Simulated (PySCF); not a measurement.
**Exercise with solution: chemical shift, span and skew from a shielding tensor**

Si(H)2(Br)(OEt) (C2H7BrOSi), SMILES CCO[SiH2]Br. Atoms are numbered in the order given.

```xyz
12

Si     0.4308     0.9026     0.6462
Br     1.4399    -0.6506    -0.5999
O     -1.1908     0.9137     0.3549
C     -2.0702    -0.1733     0.5655
C     -3.4789     0.2534     0.2341
H      0.7297     0.5590     2.0651
H      0.9485     2.2344     0.2564
H     -2.0071    -0.5127     1.6172
H     -1.7648    -1.0259    -0.0683
H     -3.5446     0.5780    -0.8147
H     -3.7897     1.0933     0.8729
H     -4.1805    -0.5803     0.3865
```

The structure is a stationary point at PBE0-D3(BJ)/def2-SVP. Other conformers were not sampled.

GIAO shieldings from PySCF with PBE/pcSseg-1, non-relativistic, no solvent. The symmetric part of the tensor of C5 has the principal values 143.6, 157.9, 180.1 ppm. The same nucleus in TMS has σ = 182.0 ppm at this level (PySCF, at its B3LYP-D3(BJ)/def2-TZVP geometry). Without spin–orbit terms, shifts of atoms bonded to Cl or Br come out too high.

### Question
Work out the isotropic shielding, the ¹³C shift against TMS, the span and the skew.

### Answer

σ(iso) = (σ11 + σ22 + σ33)/3 = 160.5 ppm. δ = σ(ref) − σ(iso) = 182.0 − (160.5) = 21.5 ppm.
Span Ω = σ33 − σ11 = 36.5 ppm. Skew κ = 3(σ(iso) − σ22)/Ω = 0.22. Tumbling in solution averages the tensor to δ; in a static solid the shielding alone would spread this spin-1/2 line over Ω.
